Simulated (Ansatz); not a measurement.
Compare A (`[SiH3]C1CB1Cl`) with its isomer B (`Cl[SiH]1CBC1`).

Computed with Ansatz on PBE0-D4/def2-TZVP structures; ΔE is electronic, products minus reactants. CCSD(T)/CBS is the MP2 limit (def2-TZVPP, def2-QZVPP) plus CCSD(T) − MP2 in def2-TZVPP, frozen cores. Functionals use def2-TZVPP. B3LYP here is the variant with VWN-RPA as its local correlation; programs differ in this.

A:

```xyz
11

Si    0.976    0.496   -1.146
C     0.022   -0.633   -0.025
C    -0.332   -0.107    1.417
B    -1.401   -0.316    0.368
Cl   -3.058   -0.304   -0.071
H     0.836    0.079   -2.565
H     2.422    0.514   -0.793
H     0.444    1.879   -0.993
H     0.305   -1.681   -0.106
H     0.026    0.886    1.676
H    -0.238   -0.814    2.237
```

B:

Z-matrix (Å, degrees):
```
Si
C 1 1.882
B 1 2.243 2 43.6
Cl 1 2.059 2 116.7 3 139.1
C 1 1.882 2 82.5 3 22.9
H 1 1.480 2 116.6 3 -93.2
H 2 1.099 1 101.4 3 -110.2
H 2 1.085 1 126.7 3 123.9
H 3 1.196 1 140.8 2 -107.0
H 5 1.086 1 126.7 2 -146.8
H 5 1.099 1 101.4 2 87.3
```

**Question.** Which isomer does CCSD(T)/CBS put lower? Give the gap. (An estimate is asked.)

**Answer.** Computed: B, by 138.5 kJ/mol.

**Question.** Give E(B) − E(A) in kJ/mol with HF/def2-TZVPP, B3LYP-D4, r2SCAN-D4, PBE-D4, ωB97M-V, CCSD(T)/def2-TZVPP, B2PLYP. (Best estimate.)

**Answer.** Ansatz gave: HF/def2-TZVPP -124.9, B3LYP-D4 -126.7, r2SCAN-D4 -136.3, PBE-D4 -130.5, ωB97M-V -138.4, CCSD(T)/def2-TZVPP -131.9, B2PLYP -129.4. None reverses the order clearly.

Largest T1 diagnostic: 0.012.

In def2-TZVPP, CCSD(T) changes the Hartree–Fock value by −7.0 kJ/mol (the triples alone add −0.5 kJ/mol) and MP2 by −12.0 kJ/mol. From PBE to PBE0 (25 % exact exchange), in def2-TZVPP and without D4, E(B) − E(A) moves by −6.3 kJ/mol.
